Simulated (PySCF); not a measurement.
Si(Br)2(OH)2 (Br2H2O2Si), SMILES O[Si](Br)(O)Br. Atoms are numbered in the order given.

```xyz
7

O     -0.0781     1.3784     1.5868
Si     0.0000     0.0000     0.6886
O      0.0781    -1.3784     1.5868
Br    -1.8345     0.0058    -0.5580
Br     1.8345    -0.0058    -0.5580
H      0.7405     1.6624     2.0145
H     -0.7405    -1.6624     2.0145
```

The structure is a stationary point at B3LYP-D3(BJ)/def2-SVP. The structure was generated by enumeration, and PubChem lists no compound with its InChIKey, so it may never have been made. Other conformers were not sampled.

Two levels are set side by side: PBE/pcSseg-1 (PySCF) and KT2/pcSseg-1 (PySCF). GIAO shifts against H2O (¹⁷O), TMS (²⁹Si), TMS (¹H) at the same level; non-relativistic, no solvent, atoms listed together averaged. Without spin–orbit terms, shifts of atoms bonded to Cl or Br come out too high at both levels. Differences are taken from unrounded values.

```
quantity                  KT2
----------------------  -----
δ(¹⁷O) of O1, O3 (ppm)  120.7
δ(²⁹Si) of Si2 (ppm)     -2.9
δ(¹H) of H6, H7 (ppm)    3.16
```

### Question
What does PBE give, and how far is it from KT2? (The exact figures need the calculation; the answer reports its results.)

### Answer

```tsv
quantity	PBE	PBE minus KT2
δ(¹⁷O) of O1, O3 (ppm)	122.8	2.1
δ(²⁹Si) of Si2 (ppm)	-4.4	-1.6
δ(¹H) of H6, H7 (ppm)	3.10	-0.06
```

Rough cost on one machine, each run with all the roots and properties that it gave: KT2 against PBE within a factor of 2.
